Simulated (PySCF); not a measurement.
CHO₂, SMILES O=C=[OH+], charge +1.

Coordinates come from a PBE-D3(BJ)/def2-TZVP optimisation. The isomer is the one that the SMILES or the coordinates give; other isomers of the formula were not compared.

Method: PBE-D3(BJ)/def2-TZVP (PySCF 2.14.0).

Harmonic, unscaled wavenumbers; measured fundamentals usually lie a few per cent lower.

Computed normal modes with their intensities:
| mode | ν (cm⁻¹) | IR (km/mol) | moving atoms (share of kinetic energy) |
|---|---|---|---|
| 1 | 527 | 33.6 | C 60 %, O 21 %, H 19 % |
| 2 | 574 | 6.2 | C 71 %, O 23 % |
| 3 | 984 | 245.1 | H 68 %, O 19 %, C 13 % |
| 4 | 1239 | 4.3 | O 91 % |
| 5 | 2404 | 309.8 | C 71 %, O 29 % |
| 6 | 3422 | 564.9 | H 94 % |
